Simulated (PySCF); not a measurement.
BiCl2HO. Atoms are numbered in the order given.

```xyz
5

Bi     0.2800     0.3409     0.0000
Cl    -0.2711    -1.1973    -1.8494
Cl    -0.2711    -1.1973     1.8494
O     -1.4704     1.4411     0.0000
H     -2.2629     0.8863     0.0000
```

The structure is a stationary point at PBE0-D3(BJ)/def2-SVP. The def2 effective core potentials stand for the cores of Bi; spin–orbit coupling is left out. The values are those of a single conformer.

All values below come from ωB97X/def2-TZVPD (PySCF).

The molecule is in vacuum.

- total energy = -1211.04977 hartree
- point group = Cs
- highest occupied level = -11.06 eV
- lowest empty level = -0.31 eV
- orbital gap = 10.75 eV
- dipole moment = 3.02 D
- quadrupole, principal values (traceless, Buckingham form, about the centre of nuclear charge) = -6.19, -5.40, 11.59 D·Å
- mean static polarisability = 78.3 bohr³ (11.61 Å³)
- polarisability, principal values = 66.6, 78.3, 90.1 bohr³
